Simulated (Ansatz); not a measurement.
## Cost against result

Saddle point of Si2H7Br, closed shell (SiH₃Br ([SiH3][Br]) + SiH₄ → Si₂H₆ ([SiH3][SiH3]) + HBr; bonds formed: Si1–Si7, Br2–H6; bonds broken: Si1–H6, Br2–Si7), PBE0-D4/def2-TZVP structure:

```
10
angstrom
Si -1.2232 0.6557 -0.0083
Br 0.1368 -2.7113 0.1532
H -1.1296 1.3813 -1.2941
H -1.0656 1.5314 1.1737
H -2.4509 -0.1694 0.0759
H -0.3211 -0.8353 0.0565
Si 1.2158 -0.1372 -0.0217
H 1.8318 -0.4681 1.2725
H 1.7658 -0.6163 -1.2992
H 1.2404 1.3693 -0.1083
```

Barriers are electronic and count from the start structure reached by relaxing down the imaginary mode.

Program: Ansatz 0.2.0. Basis: as named in each row. Cores are frozen in the correlated methods. Filled d shells of the heavier atoms are correlated. The def2 sets are not built for correlating such inner shells, so the correlated values are less sure here. B3LYP uses VWN-RPA correlation. Extrapolation: Hartree–Fock as exp(−7.88 √X), correlation as X^−2.97.

Times are rough, for one single point on 4 threads of a shared host (Arm Neoverse V1).

The estimate by CCSD(T) at an estimated basis limit (MP2 extrapolated from triple and quadruple zeta, plus CCSD(T) − MP2 in triple zeta) is 57.25 kcal/mol.

```tsv
method	basis	time (s)	barrier (kcal/mol)	method less estimate
HF	STO-3G	under 1	127.25	70.00
PBE-D4	STO-3G	under 1	86.24	28.99
SPW92	def2-SVP	under 1	42.13	-15.12
PBE-D4	def2-SVP	under 1	48.22	-9.03
B3LYP-D4	6-31G	under 1	57.53	0.27
PBE0-D4	def2-SVP	1	53.56	-3.70
SPW92	def2-TZVPP	1	39.28	-17.98
PBE-D4	def2-TZVPP	2	45.35	-11.90
BLYP-D4	def2-TZVPP	2	50.39	-6.86
B3LYP-D4	def2-TZVPP	2	54.23	-3.02
BHLYP-D4	def2-TZVPP	3	59.90	2.64
CAM-B3LYP-D4	def2-TZVPP	3	57.93	0.67
PBE0-D4	def2-TZVPP	3	50.50	-6.76
CCSD(T)	def2-SVP	3	65.95	8.70
r2SCAN-D4	def2-TZVPP	4	50.08	-7.17
RPA on PBE	def2-TZVPP	4	59.59	2.34
r2SCAN0-D4	def2-TZVPP	4	53.42	-3.83
wB97M-V	def2-SVP	5	60.29	3.03
B2PLYP	def2-TZVPP	5	57.50	0.25
PBE-QIDH	def2-TZVPP	6	55.77	-1.48
wB97X-V	def2-TZVPP	8	58.34	1.08
B97M-V	def2-TZVPP	8	54.65	-2.60
wB97M-V	def2-TZVPP	8	57.22	-0.03
MP2	def2-QZVPP	19	57.67	0.42
CCSD(T)	def2-TZVPP	92	58.78	1.53
```

All methods are single points on the PBE0-D4 structures.

No T1 diagnostic of these runs exceeds 0.012.

Labels in which every atom is bracketed show which atoms are joined, not bond orders.
